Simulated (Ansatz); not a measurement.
**Nudged elastic band run: AlClFH$_{4}$NO**

The input (input.yaml):

```yaml
crystal:
  periodic: [false, false, false]
  atoms:
    - { symbol: Al, position_ang: [-0.0684, 0.168172, 0.319041] }
    - { symbol: "N", position_ang: [-0.012419, -0.122747, 2.113769] }
    - { symbol: H, position_ang: [-0.707876, -0.728182, 2.551587] }
    - { symbol: H, position_ang: [0.884423, -0.291692, 2.572067] }
    - { symbol: F, position_ang: [1.366461, 0.230101, -0.540384] }
    - { symbol: Cl, position_ang: [-1.829225, -0.466891, -0.726507] }
    - { symbol: O, position_ang: [-0.546404, 2.080206, 0.59555] }
    - { symbol: H, position_ang: [-1.427068, 2.302457, 0.228665] }
    - { symbol: H, position_ang: [-0.656693, 1.98738, 1.577111] }
basis:
  gaussian: { orbitals: def2-mTZVP }
hamiltonian:
  xc: pbe
neb:
  order_check: false
  images: 5
  f_tol: 0.05
  max_iterations: 60
  final_atoms:
    - { symbol: Al, position_ang: [-0.26497862, 0.58659825, 0.1298183] }
    - { symbol: "N", position_ang: [-0.03058757, 0.15936005, 2.08699749] }
    - { symbol: H, position_ang: [-0.90704169, -0.14931761, 2.52108945] }
    - { symbol: H, position_ang: [0.66882496, -0.57500488, 2.2409337] }
    - { symbol: F, position_ang: [1.33967703, 0.41384769, -0.35346718] }
    - { symbol: Cl, position_ang: [-1.57791178, -0.97025835, -0.55083494] }
    - { symbol: O, position_ang: [-0.90521894, 2.18024632, 0.30489346] }
    - { symbol: H, position_ang: [-1.60173622, 2.51606784, -0.27975953] }
    - { symbol: H, position_ang: [0.28177184, 0.99726468, 2.59122824] }
  initial_path:
    images:
      - { positions_ang: [[-0.0684, 0.168172, 0.319041], [-0.012419, -0.122747, 2.113769], [-0.707876, -0.728182, 2.551587], [0.884423, -0.291692, 2.572067], [1.366461, 0.230101, -0.540384], [-1.829225, -0.466891, -0.726507], [-0.546404, 2.080206, 0.59555], [-1.427068, 2.302457, 0.228665], [-0.656693, 1.98738, 1.577111]] }
      - { positions_ang: [[-0.03953796, 0.12481768, 0.20759249], [-0.00411054, -0.09140704, 2.16041407], [-0.7579021, -0.59867518, 2.6252573], [0.88305362, -0.11079551, 2.64616054], [1.40538489, 0.18788648, -0.64528317], [-1.85597499, -0.30541518, -0.86307897], [-0.57778061, 2.01324695, 0.62818942], [-1.47630511, 2.2206216, 0.27018063], [-0.57402821, 1.71852419, 1.66146671]] }
      - { positions_ang: [[-0.01067593, 0.08146335, 0.09614397], [0.00419792, -0.06006708, 2.20705913], [-0.8079282, -0.46916835, 2.69892761], [0.88168424, 0.07010098, 2.72025407], [1.44430879, 0.14567196, -0.75018235], [-1.88272498, -0.14393936, -0.99965094], [-0.60915723, 1.9462879, 0.66082884], [-1.52554221, 2.13878621, 0.31169625], [-0.49136341, 1.44966838, 1.74582242]] }
      - { positions_ang: [[0.01818611, 0.03810903, -0.01530454], [0.01250639, -0.02872711, 2.2537042], [-0.8579543, -0.33966153, 2.77259791], [0.88031486, 0.25099747, 2.79434761], [1.48323268, 0.10345744, -0.85508152], [-1.90947497, 0.01753646, -1.13622291], [-0.64053384, 1.87932885, 0.69346826], [-1.57477932, 2.05695081, 0.35321188], [-0.40869862, 1.18081258, 1.83017813]] }
      - { positions_ang: [[-0.07620213, 0.22093877, 0.03306974], [-0.00185827, 0.03396861, 2.1981353], [-0.87431676, -0.27621356, 2.68876176], [0.80981823, -0.02433665, 2.60987631], [1.4353808, 0.20692086, -0.68787674], [-1.7989539, -0.31172847, -0.94109359], [-0.72876221, 1.97963468, 0.56394332], [-1.58376495, 2.20998982, 0.14222141], [-0.1785418, 1.11962994, 2.0838615]] }
      - { positions_ang: [[-0.17059037, 0.40376851, 0.08144402], [-0.01622292, 0.09666433, 2.1425664], [-0.89067923, -0.21276558, 2.6049256], [0.73932159, -0.29967077, 2.425405], [1.38752891, 0.31038427, -0.52067196], [-1.68843284, -0.64099341, -0.74596426], [-0.81699058, 2.0799405, 0.43441839], [-1.59275059, 2.36302883, -0.06876906], [0.05161502, 1.05844731, 2.33754487]] }
      - { positions_ang: [[-0.26497862, 0.58659825, 0.1298183], [-0.03058757, 0.15936005, 2.08699749], [-0.90704169, -0.14931761, 2.52108945], [0.66882496, -0.57500488, 2.2409337], [1.33967703, 0.41384769, -0.35346718], [-1.57791178, -0.97025835, -0.55083494], [-0.90521894, 2.18024632, 0.30489346], [-1.60173622, 2.51606784, -0.27975953], [0.28177184, 0.99726468, 2.59122824]] }
```

Command:

```bash
$ ansatz run input.yaml --threads 4 --pin off --max-ram 5120MiB --backend cpu --events-out ev --progress --plain --runs-dir out
```

Output, in part (warnings, iteration lines, the closing report on the highest movable image, with atoms numbered from 0):

```
NEB end point (image 0): max|allowed force component| = 6.104e-3 eV/Å (the criterion of neb.relax_end_points is 1.000e-2)
NEB end point (image 6): max|allowed force component| = 1.344e-2 eV/Å (the criterion of neb.relax_end_points is 1.000e-2)
NEB iter   1: max|band force component| = 6.717e0 eV/Å  barrier→ = 1.6961 eV  barrier← = 2.6811 eV  Δτ_max = 0.2000 Å  (199 SCF iters)
NEB iter   2: max|band force component| = 2.628e0 eV/Å  barrier→ = 0.8529 eV  barrier← = 1.8379 eV  Δτ_max = 0.2000 Å  (162 SCF iters)
NEB iter   3: max|band force component| = 4.821e0 eV/Å  barrier→ = 0.4124 eV  barrier← = 1.3974 eV  Δτ_max = 0.1002 Å  (153 SCF iters)
NEB iter   4: max|band force component| = 1.396e0 eV/Å  barrier→ = 0.2791 eV  barrier← = 1.2641 eV  Δτ_max = 0.1981 Å  (146 SCF iters)
NEB iter   5: max|band force component| = 1.251e0 eV/Å  barrier→ = 0.0892 eV  barrier← = 1.0743 eV  Δτ_max = 0.2000 Å  (155 SCF iters)
NEB iter   6: max|band force component| = 1.029e0 eV/Å  barrier→ = 0.0734 eV  barrier← = 1.0584 eV  Δτ_max = 0.2000 Å  (142 SCF iters)
NEB iter   7: max|band force component| = 8.805e-1 eV/Å  barrier→ = 0.0693 eV  barrier← = 1.0544 eV  Δτ_max = 0.1348 Å  (143 SCF iters)
NEB iter   8: max|band force component| = 2.213e-1 eV/Å  barrier→ = 0.0699 eV  barrier← = 1.0550 eV  CI = image 1  Δτ_max = 0.1392 Å  (145 SCF iters)
NEB iter   9: max|band force component| = 1.531e0 eV/Å  barrier→ = 0.0857 eV  barrier← = 1.0707 eV  CI = image 1  Δτ_max = 0.0696 Å  (143 SCF iters)
NEB iter  10: max|band force component| = 3.193e-1 eV/Å  barrier→ = 0.0878 eV  barrier← = 1.0729 eV  CI = image 1  Δτ_max = 0.1362 Å  (143 SCF iters)
NEB iter  11: max|band force component| = 2.007e-1 eV/Å  barrier→ = 0.0944 eV  barrier← = 1.0794 eV  CI = image 1  Δτ_max = 0.1237 Å  (146 SCF iters)
NEB iter  12: max|band force component| = 1.438e-1 eV/Å  barrier→ = 0.0932 eV  barrier← = 1.0782 eV  CI = image 1  Δτ_max = 0.1352 Å  (145 SCF iters)
NEB iter  13: max|band force component| = 8.615e-2 eV/Å  barrier→ = 0.0924 eV  barrier← = 1.0774 eV  CI = image 1  Δτ_max = 0.0878 Å  (147 SCF iters)
NEB iter  14: max|band force component| = 5.990e-2 eV/Å  barrier→ = 0.0922 eV  barrier← = 1.0773 eV  CI = image 1  Δτ_max = 0.0326 Å  (147 SCF iters)
NEB iter  15: max|band force component| = 3.255e-2 eV/Å  barrier→ = 0.0922 eV  barrier← = 1.0773 eV  CI = image 1  Δτ_max = 0.0000 Å  (286 SCF iters)
Total energy: -25431.88635663 eV, -934.6045852544 hartree
Atom 0 at    -0.100643     0.235453     0.157192 Å, force     0.000701    -0.000925    -0.000289 eV/Å
Atom 1 at    -0.089258     0.070091     2.042421 Å, force     0.001717    -0.001401     0.002033 eV/Å
Atom 2 at    -0.796173    -0.502021     2.508268 Å, force     0.000142    -0.000111    -0.001797 eV/Å
Atom 3 at     0.795413    -0.047712     2.541345 Å, force    -0.001259    -0.001130     0.001422 eV/Å
Atom 4 at     1.391674     0.169928    -0.590033 Å, force    -0.001983     0.001311     0.000045 eV/Å
Atom 5 at    -1.787161    -0.606146    -0.830309 Å, force     0.000248    -0.000571     0.000735 eV/Å
Atom 6 at    -0.518578     2.022730     0.682449 Å, force    -0.004321     0.005815    -0.007187 eV/Å
Atom 7 at    -1.414661     2.363247     0.500175 Å, force     0.004845    -0.001816     0.001515 eV/Å
Atom 8 at    -0.477814     1.453234     1.679389 Å, force    -0.000091    -0.001172     0.003523 eV/Å
Dipole moment:    -0.280939     0.265144     0.783242 e Å
```

The run converged. Beside the main top the profile has a ripple of under 15 meV (maxima at images 1, 4), which may be a very shallow well or noise. A vibrational analysis at the climbing image gives one clearly imaginary mode, 750i cm⁻¹: a first-order saddle point. The orbitals stay closed-shell, which can raise the energy where a bond breaks towards radicals; this wasn't checked here.

Final band (atoms are numbered from 1 in the order of the input):

| image | path coordinate (Å) | energy (kJ/mol) | O7–H9 (Å) | N2–H9 (Å) |
| --- | --- | --- | --- | --- |
| 0 | 0.00 | 0.0 | 0.99 | 2.27 |
| 1 | 0.81 | 8.9 | 1.15 | 1.48 |
| 2 | 1.61 | -77.6 | 2.03 | 1.04 |
| 3 | 2.41 | -94.4 | 2.63 | 1.03 |
| 4 | 3.21 | -93.8 | 2.71 | 1.03 |
| 5 | 4.01 | -94.6 | 2.67 | 1.03 |
| 6 | 4.81 | -95.0 | 2.83 | 1.03 |

Time of the run: 93 s on 4 threads of Arm Neoverse V2, with other jobs on the host, peak memory 0.16 GiB.
